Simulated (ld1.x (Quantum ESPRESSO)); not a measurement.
# carbon (C): one change to an RRKJ potential, before and after

carbon (C), norm-conserving RRKJ (Kleinman–Bylander form), made with ld1.x (Quantum ESPRESSO) 7.5 (BLYP, scalar-relativistic). Core [He], reference 2s2 2p2. Waves: 2s (bound): rc 1.00 bohr; 2p (bound): rc 3.00 bohr. Local part: the p channel. Core correction: Bessel-smoothed model core, default radius (core density twice the valence density). rho0 = 0.005.

All-electron outer shells of the reference configuration (BLYP, scalar-relativistic, ld1.x):

| shell | level (eV) | outermost node (bohr) | outermost maximum (bohr) |
| --- | --- | --- | --- |
| 1s | -273.94 | – | 0.17 |
| 2s | -13.61 | 0.38 | 1.20 |
| 2p | -5.24 | – | 1.19 |

Change: wave 2p (bound): rc 3.00 bohr becomes 2p (bound): rc 1.92 bohr.

Cutoffs: the cutoffs (Ry, on a coarse ladder) from which the occupation-weighted sum of valence levels, in a spherical-Bessel basis at the reference potential, stays within 10 and 1 mRy of its value at 400 Ry; they do not see the model core or the augmentation charge, which bear on the density cutoff. Errors are all-electron minus pseudo energies relative to the spin-unpolarised reference configuration.

**Question.** What does the change do?

**Answer.** The potential gets neither clearly harder nor softer (60 Ry and 100 Ry → 60 Ry and 100 Ry); the s channel sets the loose cutoff, while the largest relative change is in p, which becomes harder; of the 7 tests that both files solve, the error grows in 0 and shrinks in 6 by more than 15 % and 0.3 meV (median size 128.1 → 3.3 meV); neither file shows a bound ghost. Less of the atom is replaced, so other configurations are described better.

```tsv
quantity	base	changed
cutoff, loose	60 Ry	60 Ry
cutoff, tight	100 Ry	100 Ry
loose cutoff by channel (10 mRy a level)	s 50 Ry, p 15 Ry	s 50 Ry, p 25 Ry
bound ghosts	none	none
error for 2s2 2p1, meV [ΔE 10.83 eV]	+128	+13
error for 2s2 2p0, meV [ΔE 35.00 eV]	+1203	+208
error for 2s1 2p0, meV [ΔE 83.16 eV]	+2329	+470
error for 2s1 2p3, meV [ΔE 8.39 eV]	-34	+0.1
error for 2s2 2p1.5, meV [ΔE 3.94 eV]	+16	+0.7
error for 2s2 2p2.3, meV [ΔE -1.14 eV]	-0.3	-0.3
error for 2s0 2p4, meV [ΔE 16.81 eV]	-129	+3.3
```
